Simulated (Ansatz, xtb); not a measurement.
**Two isomers of CH6Ge2**

Structure I is `[CH3][GeH2][GeH]`, a singlet and structure II is `[CH3][Ge][GeH3]`, a singlet. Both are isolated molecules in the gas phase, relaxed with PBE0-D3(BJ)/def2-SVP; the shapes shown needn't be the lowest conformers.

I (Å):

```xyz
9

C     0.3820   -0.5227    0.4318
Ge    0.0561   -1.2637   -1.3560
Ge   -0.3530   -3.7256   -1.3854
H    -0.4846   -0.7047    1.0840
H     1.2629   -0.9982    0.8871
H     0.5580    0.5615    0.3786
H     1.2748   -0.9412   -2.2597
H    -1.1596   -0.5343   -1.9850
H    -0.5276   -3.6455   -2.9706
```

II (Å):

```xyz
9

C    -0.0668   -0.9543    0.8334
Ge    1.4718   -1.7951   -0.1213
Ge    0.3640   -1.6417   -2.3627
H     0.0273   -1.0457    1.9252
H    -1.0474   -1.3418    0.5120
H    -0.0576    0.1210    0.5730
H    -0.5737   -2.8731   -2.4756
H    -0.5353   -0.3938   -2.5387
H     1.3211   -1.7076   -3.5725
```

Energies in hartree; the thermal terms are from PBE0-D3(BJ)/def2-SVP harmonic frequencies (ideal gas, rigid rotor, one conformer each, 298.15 K, 1 atm) and include the zero-point energy:

```
                                I            II
E, CCSD(T)/def2-TZVP  −4192.791035  −4192.792938
   zero-point energy      0.057933      0.057859
        H(298 K) − E      0.065717      0.065763
        G(298 K) − E      0.025728      0.025243
```

Problem. Work out ΔE, ΔE₀, ΔH and ΔG for I → II in kcal/mol (1 Eh = 627.51 kcal/mol) and the equilibrium ratio [II]/[I].

Solution. 1. ΔE = −4192.792938 − (−4192.791035) = −0.001903 Eh = −1.19 kcal/mol.
2. ΔE₀ = ΔE + ΔZPE = −0.001903 + (−0.000074) Eh = −1.24 kcal/mol.
3. ΔH = ΔE + (+0.000046) Eh = −1.17 kcal/mol.
4. ΔG = ΔE + (−0.000485) Eh = −1.50 kcal/mol, so ΔS = (ΔH − ΔG)/T = +4.7 J/(mol K).
5. kT = 0.9442 mEh, so K = [II]/[I] = exp(−ΔG/kT) = exp(+2.53) ≈ 13.

Structure II is favoured at this temperature. An error of 1 kcal/mol in ΔG would change K by a factor of 5.4. Mirror images and further conformers aren't counted.

As drawn, both hold the same kinds of bond in the same numbers.

Other levels gave ΔE = −3.2 (GFN2-xTB); −4.5 (HF/STO-3G, GFN2-xTB geometries); −0.6 (r2SCAN-D4/def2-SVP, GFN2-xTB geometries); −1.5 (PBE0-D3(BJ)/def2-SVP); +0.2 (HF/def2-TZVP); −1.5 (MP2/def2-TZVP) kcal/mol. The correlated steps freeze 19 core orbitals; the filled d shell of Ge is correlated, in a basis made for valence electrons. Programs: Ansatz 0.2.0, xtb 6.7.1.
